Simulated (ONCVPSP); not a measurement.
## Varying the ONCV potential for Hg (Z = 80)

Base potential:

- Element: Hg
- Generator: ONCVPSP 4.0.1
- Type: optimised norm-conserving Vanderbilt (ONCV)
- Functional: PBE
- Relativity: scalar-relativistic
- Frozen core: [Kr] 4d10 4f14
- Valence charge: 20
- Reference configuration: 5s2 5p6 5d10 6s1 (charge +1)
- Partial waves: 5s+6s: rc 1.50 bohr, ncon 4, nbas 8, qcut 8.6 1/bohr, 2 projectors; 5p: rc 1.75 bohr, ncon 4, nbas 8, qcut 6.2 1/bohr, 2 projectors, debl 3 Ha; 5d: rc 1.55 bohr, ncon 5, nbas 8, qcut 5.5 1/bohr, 3 projectors, debl 4 Ha
- Local potential: polynomial inside 1.05 bohr (lpopt 4, dvloc0 0 Ha)
- Core correction: none

All-electron outer shells of the reference configuration (PBE, scalar-relativistic, ld1.x):

```
shell  level (eV)  outermost node (bohr)  outermost maximum (bohr)
   5s     -127.26                   0.47                      0.82
   4f     -104.93                      –                      0.37
   5p      -75.62                   0.51                      0.93
   5d      -18.84                   0.55                      1.17
   6s      -14.71                   1.08                      2.13
```

Cutoffs, loose and tight: the cutoffs (Ha) at which the residual kinetic energy of the hardest occupied pseudo-wave falls to 1 and 0.1 mHa per electron. They do not see the model core or the augmentation charge, which bear on the density cutoff. Test errors are all-electron minus pseudo excitation energies from the reference, over the configurations 5s2 5p6 5d10 6s2; 5s2 5p6 5d10 6s0; 5s2 5p6 5d9 6s0; 5s2 5p6 5d10 6s1 6p1. A dash means not determined; rows that change the core or the reference have their own tests.

A true bound ghost makes a file unfit for plane-wave use even where its test errors are small: the radial tests pick states by their node count and pass the ghost by.

| change | outcome | cutoff, loose | cutoff, tight | bound ghosts | GHOST(+) flags above zero | largest test error (meV) |
| --- | --- | --- | --- | --- | --- | --- |
| base | generated | 39 Ha | 78 Ha | none | s | -15 |
| all radii scaled by about 0.80 (s 1.20, p 1.38, d 1.24 bohr); local potential polynomial inside 0.84 bohr (lpopt 4, dvloc0 0 Ha) | generated | 34 Ha | 103 Ha | d | s, d | -13 |
| all radii scaled by about 0.85 (s 1.28, p 1.50, d 1.32 bohr); local potential polynomial inside 0.90 bohr (lpopt 4, dvloc0 0 Ha) | generated | 32 Ha | 60 Ha | none | s, d | -14 |
| all radii scaled by about 0.92 (s 1.38, p 1.60, d 1.42 bohr); local potential polynomial inside 0.96 bohr (lpopt 4, dvloc0 0 Ha) | generated | 34 Ha | 73 Ha | none | s | -14 |
| all radii scaled by about 1.04 (s 1.56, p 1.82, d 1.62 bohr); local potential polynomial inside 1.10 bohr (lpopt 4, dvloc0 0 Ha) | generated | 52 Ha | 76 Ha | none | s | -15 |
| all radii scaled by about 1.30 (s 1.96, p 2.28, d 2.02 bohr); local potential polynomial inside 1.36 bohr (lpopt 4, dvloc0 0 Ha) | generated, projector energies reset by the program | 39 Ha | 52 Ha | none | s | -17 |

Question: What comes out with this change to the base: all radii scaled by about 1.13 (s 1.70, p 1.98, d 1.74 bohr); local potential polynomial inside 1.18 bohr (lpopt 4, dvloc0 0 Ha)?

Answer: outcome: generated, projector energies reset by the program; cutoff, loose: 52 Ha; cutoff, tight: 69 Ha; bound ghosts: none; GHOST(+) flags above zero: none; largest test error (meV): -14.

Question: What comes out with this change to the base: all radii scaled by about 1.25 (s 1.88, p 2.20, d 1.94 bohr); local potential polynomial inside 1.32 bohr (lpopt 4, dvloc0 0 Ha)?

Answer: outcome: generated, projector energies reset by the program; cutoff, loose: 44 Ha; cutoff, tight: 57 Ha; bound ghosts: none; GHOST(+) flags above zero: none; largest test error (meV): -16.

Question: What comes out with this change to the base: all radii scaled by about 1.17 (s 1.76, p 2.04, d 1.82 bohr); local potential polynomial inside 1.22 bohr (lpopt 4, dvloc0 0 Ha)?

Answer: outcome: generated, projector energies reset by the program; cutoff, loose: 50 Ha; cutoff, tight: 64 Ha; bound ghosts: none; GHOST(+) flags above zero: d; largest test error (meV): -16.

Reading the sweep of the scale of all radii (base = 1) (base included, trends over the rows without a ghost): The loose cutoff is not monotonic: lowest 32 Ha at 0.85, highest 52 Ha at 1.13. The median size of the test errors (rows with all tests solved) rises from 4.9 meV at 0.85 to 6.3 meV at 1.3. More of the atom is replaced by a form fitted at one configuration, so other configurations suffer as the radius grows. Bound ghosts are found at 0.8.
